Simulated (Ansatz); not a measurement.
Species: boron atom, B, charge 0, multiplicity 2.

Computed values are from Ansatz (a program for electronic structure). Cores are frozen in the correlated levels unless marked. UHF or UKS for open shells. Spin-orbit coupling is left out. Non-relativistic. CBS marks a two-point X^-3 extrapolation of the correlation energy; Hartree-Fock from the larger set (for Q and 5 zeta extrapolated as (X+1)exp(-9√X)).

### Question
What is the electron affinity (to the triplet; negative means unbound) at CCSD(T)/CBS(aug-cc-pVTZ,aug-cc-pVQZ)?

### Answer
0.25 eV.

### Question
What is the ionisation energy (to the singlet) at CCSD(T)/CBS(aug-cc-pVTZ,aug-cc-pVQZ)?

### Answer
8.24 eV.

### Question
What is the total energy at CCSD(T)/CBS(cc-pVQZ,cc-pV5Z)?

### Answer
-24.6022 Eh.

### Question
What is the T1 diagnostic at CCSD/cc-pV5Z?

### Answer
0.015.
